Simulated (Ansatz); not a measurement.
Reaction (cleavage of the Si–Sn bond): `[SiH3][SnH]([SiH3])[SiH3]` + `OB(O)Br` → `OB(Br)O[SiH3]` + `[SiH3][SnH2][SiH3]`

Calculated with Ansatz (gas phase, PBE0-D4/def2-TZVP geometries, no zero-point term in ΔE). CCSD(T)/CBS adds triple-zeta CCSD(T) − MP2 to the extrapolated MP2 energy (def2 sets, frozen cores). DFT in def2-TZVPP. B3LYP here is the variant with VWN-RPA as its local correlation; programs differ in this. HSE06 is defined as in plane-wave codes. def2 core potentials past Kr. For Br, Sn outer-core shells are correlated without core-valence functions, which leaves a few kJ/mol of doubt a bond. Scalar relativity is left out up to krypton. Each species was taken in one conformer, which may not be the lowest.

`[SiH3][SnH]([SiH3])[SiH3]`:

Cartesian coordinates in Å:
```
Si -0.557 0.073 -2.362
Sn 0.493 0.496 -0.062
Si 1.584 -1.652 0.812
Si -1.297 1.307 1.584
H -1.194 1.311 -2.885
H 0.472 -0.383 -3.334
H -1.598 -0.982 -2.243
H 1.696 1.707 -0.214
H 2.636 -2.127 -0.126
H 2.200 -1.424 2.146
H 0.550 -2.714 0.943
H -0.707 1.547 2.928
H -2.358 0.272 1.710
H -1.920 2.569 1.103
```

`OB(O)Br`:

Z-matrix (Å, degrees):
```
B
O 1 1.347
Br 1 1.936 2 117.8
O 1 1.354 2 121.5 3 -180.0
H 2 0.962 1 112.1 3 180.0
H 4 0.960 1 113.7 2 -180.0
```

`OB(Br)O[SiH3]`:

Z-matrix (Å, degrees):
```
Si
O 1 1.659
H 1 1.480 2 105.9
H 1 1.482 2 109.9 3 119.2
H 1 1.482 2 109.9 3 -119.2
B 2 1.338 1 134.4 3 -179.9
Br 6 1.961 2 120.1 1 0.1
O 6 1.347 2 120.4 1 -179.9
H 8 0.960 6 113.6 2 -180.0
```

`[SiH3][SnH2][SiH3]`:

Z-matrix (Å, degrees):
```
Si
Sn 1 2.563
H 1 1.487 2 109.8
H 1 1.487 2 111.0 3 120.3
H 1 1.487 2 109.8 3 -119.3
Si 2 2.563 1 111.1 3 60.0
H 2 1.711 1 109.6 3 -61.3
H 2 1.711 1 109.6 3 -178.7
H 6 1.487 2 109.8 1 59.9
H 6 1.487 2 109.8 1 -59.5
H 6 1.487 2 111.0 1 -179.8
```

```
             level  ΔE (kJ/mol)
          B3LYP-D4        -56.1
          HSE06-D4        -39.9
SCS-MP2/def2-TZVPP        -62.9
CCSD(T)/def2-TZVPP        -56.4
```

(1) What does CCSD(T)/CBS give? (Estimate.)

(2) What do rigid-rotor, harmonic-oscillator terms from PBE0-D4/def2-TZVP frequencies (298.15 K, 1 bar) make of the CCSD(T)/CBS value? (Best estimate.)

Largest T1 diagnostic among the species: 0.013.

## Answers

(1) The calculation gave: -53.7 kJ/mol. The listed levels differ from it by -2.4, 13.8, -9.2, -2.7 kJ/mol.

(2) Computed: ΔZPE = -6.6 kJ/mol, ΔH = -61.6 kJ/mol, ΔS = -6 J/(mol·K), ΔG = -59.9 kJ/mol.

At CCSD(T), def2-SVP lies +10.3 kJ/mol from the extrapolated value and def2-TZVPP −2.7 kJ/mol. From PBE to PBE0 (25 % exact exchange), in def2-TZVPP and without D4, ΔE moves by −5.3 kJ/mol.

CCSD(T)/CBS has its own doubt, a few kJ/mol and more with outer-core shells, so smaller differences from it don't rank the levels.
